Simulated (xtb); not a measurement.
B(Cl)(vinyl)(OH) (C2H4BClO), SMILES C(=C)B(Cl)O. All values are semi-empirical tight-binding results from xtb (GFN2-xTB unless named), good for trends rather than for accurate numbers. The structure is a stationary point at GFN2-xTB. One conformer was computed; it need not be the lowest.

Optimised geometry:

Bonds (Å): B1–Cl2 1.758, B1–C3 1.561, B1–O8 1.331, C3–C4 1.330, C3–H5 1.084, C4–H6 1.078, C4–H7 1.077, O8–H9 0.959. Bond angles (°): Cl2–B1–C3 119.1, Cl2–B1–O8 119.7, C3–B1–O8 121.2, B1–C3–C4 123.5, B1–C3–H5 118.1, C4–C3–H5 118.3, C3–C4–H6 122.5, C3–C4–H7 120.8, H6–C4–H7 116.7, B1–O8–H9 118.2.

Question: Estimate the properties. (An estimate is asked for; the answer gives what the named calculation found.)

Answer: 
```json
{
 "point_group_as_xtb_finds_it": "Cs",
 "orbital_gap": "4.04 eV",
 "dipole_moment": "1.71 D",
 "zero_point_energy": "37.9 kcal/mol",
 "G − E(el) at 298.15 K (modified RRHO)": "19.0 kcal/mol",
 "static polarisability (D4 model)": "55.7 bohr³",
 "solvation energy, GFN2-xTB/ALPB(water)": "-6.0 kcal/mol",
 "solvation energy, GFN2-xTB/ALPB(dmso)": "-9.2 kcal/mol"
}
```

Computed atomic charges and the Wiberg bond orders between heavy atoms:
charges (e) B1 0.42, Cl2 -0.31, C3 -0.11, C4 -0.07, H5 0.05, H6 0.05, H7 0.06, O8 -0.42, H9 0.32. Bond orders B1–Cl2 0.97, B1–C3 1.03, C3–C4 1.94, B1–O8 1.28.
